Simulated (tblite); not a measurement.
C4H11NSSi (charge +1 and doublet state).
SMILES with atom numbers: `[CH3:1][SiH:2]([CH3:3])[CH2:4][C:5]([NH2+:6])=[S:7]` (hydrogens: H8, H9, H10 on C1; H11 on Si2; H12, H13, H14 on C3; H15, H16 on C4; H17, H18 on N6)

Structure used (GFN2-xTB), in Å, numbered top down from 1:
```
atom  x, y, z in Å
C1    -1.6936    1.5983   -0.6979
Si2   -0.7338    0.3528    0.3717
C3    -1.5913   -1.3136    0.5974
C4     0.8548    0.0173   -0.8075
C5     1.8736   -0.6751   -0.0457
N6     2.7213   -0.0077    0.7177
S7     1.9189   -2.3546   -0.1431
H8    -1.1500    2.5304   -0.8238
H9    -1.9160    1.2001   -1.6845
H10   -2.6364    1.8269   -0.2102
H11   -0.1610    0.9251    1.5958
H12   -2.0285   -1.6665   -0.3351
H13   -0.9116   -2.0852    0.9527
H14   -2.3981   -1.2428    1.3216
H15    1.2106    0.9727   -1.1841
H16    0.4783   -0.5866   -1.6269
H17    2.7247    1.0020    0.7354
H18    3.4293   -0.4871    1.2548
```

The geometry is computed with GFN2-xTB (gas phase). This method treats the open shell by occupation alone, without spin polarisation.

Masses are those of the commonest isotopes; rigid-rotor values at the optimised geometry. The values belong to one conformer with, in the numbering `[CH3:1][SiH:2]([CH3:3])[CH2:4][C:5]([NH2+:6])=[S:7]`, C1–Si2–C4–C5 167°, Si2–C4–C5–N6 -84°, C4–C5–N6–H -5° and 180°.

(1) Give the principal moments of inertia and the rotational constants in MHz.

(2) Classify the top.

(3) Is it planar, by Δ = Ic − Ia − Ib?

(4) Give the other two planar moments, Paa and Pbb, and the rms extents of the mass along the axes.

(5) Estimate the classical rotational partition function at 100 K, 298.15 K and 500 K.

## Answers

(1) Ia = 183.28, Ib = 492.40, Ic = 587.91 u·Å²; 505379 MHz·u·Å²/I gives A = 2757, B = 1026, C = 859.6 MHz.

(2) An asymmetric top. Ray's parameter κ = (2B − A − C)/(A − C) = -0.824; −1 is the prolate and +1 the oblate limit.

(3) Not planar: Δ = Ic − Ia − Ib = -87.77 u·Å². For a rigid frame Δ = −2 Σ m c², so Σ m c² = 43.89 u·Å² lies off the ab plane: 14.39 from hydrogen and 29.50 from heavier atoms. The atom farthest from that plane is 1.66 Å away.

(4) Paa = Σ m a² = (Ib + Ic − Ia)/2 = 448.52 and Pbb = Σ m b² = (Ia + Ic − Ib)/2 = 139.39 u·Å². With the mass M = 133.04 u, the rms extents √(P/M) along a, b and c are 1.84, 1.02, 0.57 Å.

(5) Point group C1, symmetry number σ = 1; q = (√π/σ)·√((kT/h)³/(ABC)), k/h = 20836.6 MHz/K: 108000 at 100 K, 556000 at 298.15 K, 1210000 at 500 K.

For this open shell read J as N, the rotation without spin; fine and hyperfine splittings come on top. Its GFN2-xTB frequencies are all real (lowest 25 cm⁻¹). These are rigid-rotor constants of the computed structure; measured ground-state constants (B0) also hold zero-point vibration.

On one thread of an Intel Xeon at 2.70 GHz, shared host, this took 2.2 s of wall time. That covers the optimisation of the geometry.
